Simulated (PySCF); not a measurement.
Isomers of C6H18N2Si, from PBE0-D3(BJ)/def2-SVP geometry optimisation, gas phase (PySCF 2.14.0). One conformer each, no zero-point energy, no frequencies.

Question: Which isomer lies lower at this level?
A. Si(NMe2)2Me2, `CN(C)[Si](C)(C)N(C)C`: A = 1591, B = 1053, C = 944.1 MHz, dipole 0.14 D
B. `[CH3:1][CH2:2][CH2:3][N:4]([CH3:5])[SiH2:6][N:7]([CH3:8])[CH3:9]` with C1–C2–C3–N4 56°, C2–C3–N4–C5 63°, C3–N4–Si6–N7 147°, N4–Si6–N7–C8 -53°: A = 2253, B = 748.0, C = 676.4 MHz, dipole 0.83 D

Answer: A. That is `CN(C)[Si](C)(C)N(C)C` (Si(NMe2)2Me2), 16.8 kcal/mol below the other.

```
              SMILES                                                     mapped SMILES      E (Eh)  relative (kcal/mol)  relative (kJ/mol)  dipole (D)
CN(C)[Si](C)(C)N(C)C                                                                 –  -637.66040                  0.0                0.0        0.14
  CCCN(C)[SiH2]N(C)C  [CH3:1][CH2:2][CH2:3][N:4]([CH3:5])[SiH2:6][N:7]([CH3:8])[CH3:9]  -637.63356                 16.8               70.5        0.83
```
